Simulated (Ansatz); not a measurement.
`CCC(C)C(=O)OC` at its PBE0-D4/def2-TZVP geometry, where that method's forces vanish. Charge 0, multiplicity 1.

```xyz
20

C    -0.5498    1.9539    1.3193
C    -0.6382    1.6201   -0.1593
C     0.2900    0.4894   -0.5819
C     0.2588    0.2650   -2.0931
C    -0.1009   -0.8040    0.0915
O    -1.2299   -1.1756    0.2746
O     0.9729   -1.5297    0.4322
C     0.6888   -2.7985    1.0120
H    -0.8479    1.1013    1.9344
H    -1.2073    2.7875    1.5748
H     0.4686    2.2350    1.6024
H    -0.3887    2.5028   -0.7570
H    -1.6637    1.3409   -0.4182
H     1.3160    0.7212   -0.2802
H     0.9365   -0.5369   -2.3933
H    -0.7505    0.0029   -2.4186
H     0.5599    1.1767   -2.6134
H     0.1110   -2.6807    1.9298
H     0.1201   -3.4197    0.3185
H     1.6543   -3.2517    1.2256
```

(1) What forces (eV/Å) does ωB97M-V/def2-TZVPP give on these atoms in the Gaussian-basis code of Ansatz? (Best estimate.)

Results:

(1) Computed: 
```
C1   0.010  0.044  0.202
C2  -0.134  0.086 -0.177
C3   0.164  0.066  0.049
C4  -0.003 -0.015 -0.178
C5  -0.009  0.105 -0.029
O6  -0.144 -0.054  0.028
O7   0.193  0.072 -0.037
C8  -0.057 -0.279  0.127
H9   0.019  0.048 -0.041
H10  0.050 -0.064 -0.016
H11 -0.065 -0.021 -0.025
H12 -0.016 -0.060  0.040
H13  0.068  0.015  0.014
H14 -0.075 -0.019 -0.009
H15 -0.045  0.050  0.023
H16  0.059  0.018  0.028
H17 -0.023 -0.067  0.035
H18  0.049 -0.010 -0.077
H19  0.048  0.052  0.058
H20 -0.089  0.033 -0.016
```
